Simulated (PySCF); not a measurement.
CH₅ClF₂Si₂, SMILES FC[Si@H](F)[SiH2]Cl.

The structure is a stationary point at B3LYP-D3(BJ)/def2-SVP. The structure was generated by enumeration; whether it is a known compound was not checked. Other conformers were not sampled.

The numbers are results of PBE/def2-TZVP (PySCF), not measurements.

Computed frontier levels, gap, dipole moment and polarisability:
The highest occupied level comes out as -6.96 eV and the lowest empty level is -1.82 eV. The orbital gap is 5.14 eV, the dipole moment comes out as 0.245 e·Å and the quadrupole, principal values (traceless, Buckingham form, about the centre of nuclear charge) comes out as -8.58, 0.05, 8.53 D·Å. The mean static polarisability comes out as 79.3 bohr³ (11.75 Å³) and the polarisability, principal values is 67.0, 81.0, 89.9 bohr³.
